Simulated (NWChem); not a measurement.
# C2H8BNO; SMILES CNB(C)O

```xyz
13

B      0.0315     0.5199     0.0725
C     -0.7783     1.8744     0.0061
H     -1.8540     1.7451    -0.1876
H     -0.3659     2.5248    -0.7826
H     -0.6669     2.4298     0.9517
N     -0.6235    -0.7241    -0.1082
C     -0.0680    -2.0485    -0.0841
H     -1.6206    -0.6972    -0.2789
H     -0.2011    -2.5838    -1.0413
H     -0.5028    -2.6784     0.7126
H      1.0165    -2.0120     0.1044
O      1.3809     0.6120     0.3107
H      1.8284    -0.2380     0.3422
```
Atoms are numbered in this order, from 1.

Computed with NWChem. Pople sets run with spherical d functions. Geometry: optimised at PBE0/def2-SVP. No frequency run checked for a minimum. Core excitations by TDA in a window of 1s orbitals, non-relativistic and unshifted: absolute energies depend strongly on the exact-exchange share.

For level N K edge, BHandHLYP/6-311G**:

```yaml
first 1s excitation (eV): 399.7
dipole_oscillator_strength_of_the_first: 0.0226
first state with f > 0.002 (eV): 399.7
dipole_oscillator_strength_of_that_state: 0.0226
```

### Question
How do the values read with level N K edge, B3LYP/6-311G** instead?

### Answer
* **first 1s excitation (eV)**: 388.5
* **dipole oscillator strength of the first**: 0.0050
* **first state with f > 0.002 (eV)**: 388.5
* **dipole oscillator strength of that state**: 0.0050
